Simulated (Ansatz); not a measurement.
Breaking a bond: Si(Me)(OMe)3, SMILES CO[Si](OC)(C)OC (C4H12O3Si), singlet. The C1–H20 bond (C1 also carries H, H, O; H20 carries nothing else) is varied alone, starting from the PBE0/def2-SVP optimised geometry.

- RKS-PBE = restricted PBE/def2-SVP run with Ansatz (a quantum-chemistry and plane-wave program)
- UKS-PBE = unrestricted PBE/def2-SVP run with Ansatz
- RKS-PBE0 = Ansatz with restricted PBE0/def2-SVP
- UKS-PBE0 = unrestricted PBE0/def2-SVP (Ansatz)

Energies relative to the lowest point of each curve near equilibrium, in kcal/mol; the last columns give the difference from UKS-PBE0:

| R / Å | RKS-PBE | UKS-PBE | RKS-PBE0 | UKS-PBE0 | RKS-PBE − UKS-PBE0 | UKS-PBE − UKS-PBE0 | RKS-PBE0 − UKS-PBE0 |
|---|---|---|---|---|---|---|---|
| 0.91 | 22.2 | 22.2 | 21.1 | 21.1 | 1.1 | 1.1 | 0.0 |
| 0.97 | 9.7 | 9.7 | 8.8 | 8.8 | 0.8 | 0.8 | 0.0 |
| 1.03 | 2.8 | 2.8 | 2.4 | 2.4 | 0.5 | 0.5 | 0.0 |
| 1.08 | 0.4 | 0.4 | 0.2 | 0.2 | 0.1 | 0.1 | 0.0 |
| 1.10 | 0.0 | 0.0 | 0.0 | 0.0 | 0.0 | 0.0 | 0.0 |
| 1.14 | 0.2 | 0.2 | 0.5 | 0.5 | -0.3 | -0.3 | 0.0 |
| 1.17 | 0.9 | 0.9 | 1.5 | 1.5 | -0.5 | -0.5 | 0.0 |
| 1.25 | 5.0 | 5.0 | 6.2 | 6.2 | -1.2 | -1.2 | 0.0 |
| 1.32 | 10.2 | 10.2 | 11.9 | 11.9 | -1.8 | -1.8 | 0.0 |
| 1.44 | 20.8 | 20.8 | 23.7 | 23.7 | -2.9 | -2.9 | 0.0 |
| 1.60 | 36.2 | 36.2 | 40.6 | 40.6 | -4.5 | -4.5 | 0.0 |
| 1.81 | 55.3 | 55.3 | 61.9 | 61.9 | -6.6 | -6.6 | 0.0 |
| 2.06 | 74.8 | 74.8 | 83.9 | 83.5 | -8.8 | -8.8 | 0.4 |
| 2.32 | 91.0 | 90.2 | 102.6 | 95.8 | -4.8 | -5.6 | 6.8 |
| 2.70 | 108.3 | 100.1 | 123.1 | 102.9 | 5.4 | -2.8 | 20.2 |
| 3.18 | 121.9 | 103.6 | 140.1 | 105.4 | 16.6 | -1.8 | 34.8 |

RKS-PBE is furthest from UKS-PBE0 at 3.18 (16.6 kcal/mol, above); its mean absolute difference over the points is 3.5 kcal/mol.

UKS-PBE is furthest from UKS-PBE0 at 2.06 (-8.8 kcal/mol, below); its mean absolute difference over the points is 2.4 kcal/mol.

RKS-PBE0 is furthest from UKS-PBE0 at 3.18 (34.8 kcal/mol, above); its mean absolute difference over the points is 3.9 kcal/mol.

The restricted form behind RKS-PBE, RKS-PBE0 keeps the bonding electrons paired and can't separate into open-shell fragments. The unrestricted solution behind UKS-PBE changes between 2.32 and 2.70 Å, which can leave a kink. The unrestricted determinant behind UKS-PBE is spin-contaminated at 2.32 to 3.18 Å (<S²> up to 1.0, against 0.00 for a pure singlet). The unrestricted determinant behind UKS-PBE0 is spin-contaminated at 2.06 to 3.18 Å (<S²> up to 1.0, against 0.00 for a pure singlet).
